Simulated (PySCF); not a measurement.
FeH₂O, SMILES [OH][FeH] (connectivity only; charge and spin as stated), neutral, multiplicity 5. Atoms are numbered in the order given.

```xyz
4

Fe    -0.0022     0.4220     0.0000
O     -0.0774    -1.3641     0.0000
H      0.1447     2.0445     0.0000
H      0.5309    -2.1027     0.0000
```
Charge 0, spin multiplicity 5.

Geometry: B3LYP-D3(BJ)/def2-TZVP. The spin state was assumed, not searched.

These are PBE0/def2-TZVPD run with PySCF values and carry that method's errors.

Mulliken values depend strongly on the basis, most of all with diffuse functions as here. ESP charges are fitted to the potential on shells at 1.4 to 2.0 van der Waals radii. Atomic charges (e):

```json
[
 {"atom": "Fe1", "ESP fit": "…", "meta-Löwdin": "1.07", "Mulliken": "0.49", "Mulliken spin": "4.06"},
 {"atom": "O2", "ESP fit": "…", "meta-Löwdin": "-1.00", "Mulliken": "-0.74", "Mulliken spin": "0.09"},
 {"atom": "H3", "ESP fit": "…", "meta-Löwdin": "-0.41", "Mulliken": "0.02", "Mulliken spin": "-0.16"},
 {"atom": "H4", "ESP fit": "…", "meta-Löwdin": "0.34", "Mulliken": "0.23", "Mulliken spin": "0.01"}
]
```

**Question.** Complete the blanks. (Estimate from the structure and the level; the computed values follow.)

**Answer.** 
- Fe1, ESP fit: 0.70
- O2, ESP fit: -0.73
- H3, ESP fit: -0.33
- H4, ESP fit: 0.37
